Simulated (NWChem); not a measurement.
Molecule: Si5H9, doublet; SMILES [SiH]1[SiH2][SiH2][SiH2][SiH2]1

```xyz
14

Si     1.9012     0.0594    -0.1263
Si     0.6202    -1.8982    -0.2035
Si    -1.5438    -1.1207     0.3238
Si    -1.5548     1.1154    -0.4136
Si     0.5424     1.9116     0.3064
H      3.2381    -0.0105     0.5429
H      1.1050    -2.9347     0.7627
H      0.6400    -2.4956    -1.5770
H     -2.6363    -1.9545    -0.2692
H     -1.6870    -1.1209     1.8155
H     -1.6007     1.1466    -1.9107
H     -2.7037     1.9073     0.1265
H      0.9933     3.1294    -0.4371
H      0.4909     2.2449     1.7680
```
Atoms are numbered in this order, from 1.

All runs: NWChem. Spin-unrestricted. Coordinates come from a PBE0/def2-SVP, spin-unrestricted optimisation. Not confirmed as a minimum by frequencies. No stability test was run on the SCF state. Level: PBE/def2-SVP with SMD (1 M gas to 1 M solution), gas-phase geometry. Reactions with the solvent are ignored.

Task: Predict the results for solvent diethyl ether. Quantities: solvation free energy (kcal/mol); cavity-dispersion-structure term (kcal/mol); dipole in solution (D).

Result: solvation free energy (kcal/mol): -1.4
cavity-dispersion-structure term (kcal/mol): -1.0
dipole in solution (D): 0.17
